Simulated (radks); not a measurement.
The numbers below are computed, except where a source is named.
Species: neutral neodymium. Configuration: [Xe] 4f4 6s2 (the NIST ground configuration). Level of theory: scalar-relativistic Kohn-Sham, LDA (Slater exchange, VWN5 correlation), spin-polarised, spherical densities, finite nucleus; open shells are filled with parallel spins first (spin-orbit coupling, left out, can overturn this in heavy ions); Fermi nuclear charge, rms radius 4.9123 fm; hard spherical wall at 2.5 bohr (a radial shooting solver on a logarithmic mesh with Libxc functionals).

Normalised radial functions P(r) = r R(r), r in bohr:

```
   r/bohr * 4f up, o 4f down (the largest magnitude, 0.955, reaches the edge; | marks zero, & curves that meet)
 0.002316 &
 0.002992 &
 0.003835 &
 0.004953 &
 0.006398 &
 0.008265 &
  0.01059 &
  0.01368 &
  0.01767 &
  0.02283 &
  0.02925 &
  0.03779 &
  0.04882 &
  0.06306 |&
  0.08081 |&
   0.1044 |  &
   0.1348 |     &
   0.1742 |          &
   0.2232 |                  &
   0.2883 |                            &
   0.3724 |                                       &
   0.4811 |                                                o*
   0.6165 |                                                     o*
   0.7964 |                                                     o*
    1.029 |                                                o*
    1.329 |                                        *o
    1.703 |                             *o
      2.2 |           *o
```

4f up: eigenvalue 36.736 eV, 0 radial nodes, <r> = 0.987 bohr, 90 % of the charge inside 1.63 bohr. 4f down (empty): eigenvalue 39.239 eV, 0 radial nodes, <r> = 0.997 bohr, 90 % of the charge inside 1.65 bohr.
